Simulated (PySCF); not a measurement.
Electric properties by functional and basis

HBr.
SMILES: `Br`

PySCF, dipoles from the SCF density, polarisabilities from static response with core orbitals frozen. Geometry: PBE0-D3(BJ)/def2-SVP; no solvent, vibrations or thermal averaging. Relativistic effects, spin–orbit coupling among them, are left out although an element past zinc is present.

**Question.** How do dipole and polarisability depend on functional and basis here?

**Answer.** 

| level | μ (D) | error (%) | α (Å³) | error (%) | anisotropy (Å³) |
| --- | --- | --- | --- | --- | --- |
| LDA/def2-SVPD | 0.886 | +7.2 | 3.70 | +2.2 | 0.22 |
| PBE/def2-SVPD | 0.827 | 0.0 | 3.69 | +2.1 | 0.20 |
| B3LYP/def2-SVPD | 0.844 | +2.0 | 3.61 | -0.1 | 0.25 |
| PBE0/def2-SVPD | 0.888 | +7.4 | 3.56 | -1.5 | 0.24 |
| BHandHLYP/def2-SVPD | 0.904 | +9.3 | 3.49 | -3.4 | 0.30 |
| CAM-B3LYP/def2-SVPD | 0.888 | +7.3 | 3.56 | -1.6 | 0.28 |
| wB97X-D/def2-SVPD | 0.897 | +8.5 | 3.57 | -1.3 | 0.25 |
| LC-wPBE/def2-SVPD | 0.935 | +13.1 | 3.47 | -4.0 | 0.27 |
| HF/def2-SVPD | 0.981 | +18.6 | 3.41 | -5.6 | 0.32 |
| PBE0/6-31G* | 1.145 | +38.5 | 2.03 | -43.9 | 0.91 |
| PBE0/def2-SVP | 1.079 | +30.5 | 2.05 | -43.4 | 1.04 |
| PBE0/aug-cc-pVDZ | 0.911 | +10.2 | 3.30 | -8.7 | 0.37 |
| PBE0/def2-TZVP | 0.954 | +15.3 | 2.72 | -24.7 | 0.80 |
| PBE0/def2-TZVPD | 0.876 | +6.0 | 3.60 | -0.5 | 0.28 |
| PBE0/aug-cc-pVTZ | 0.874 | +5.7 | 3.56 | -1.6 | 0.28 |

Reference dipole: 0.827 D (measured, gas; NIST CCCBDB Release 22 (SRD 101), experimental dipoles). Reference dipole: 0.827 D (measured, gas; Liu, Meijer, Perez-Rios, Phys. Chem. Chem. Phys. 22 (2020) 24191). Reference polarisability: 3.616 Å³ (measured, gas; NIST CCCBDB Release 22 (SRD 101), experimental polarizabilities). Errors are taken against the first value of each kind. The anisotropy is √(½[(α1 − α2)² + (α2 − α3)² + (α3 − α1)²]). For the dipole, the smallest error is 0.0% (PBE/def2-SVPD) and the largest 38.5% (PBE0/6-31G*). For the polarisability, the smallest error is 0.1% (B3LYP/def2-SVPD) and the largest 43.9% (PBE0/6-31G*). The dipole runs from 0.83 D (PBE/def2-SVPD) to 1.15 D (PBE0/6-31G*). In one basis (def2-SVPD) the functionals order the polarisability from HF (lowest) to LDA (highest), a spread of 8%. With PBE0 the polarisability is 2.27 Å³ without diffuse functions (mean of 6-31G*, def2-SVP and def2-TZVP) and 3.51 Å³ with them (mean of aug-cc-pVDZ, def2-SVPD, def2-TZVPD and aug-cc-pVTZ). Measured values can belong to vibrating molecules; the computed ones are for one fixed geometry.
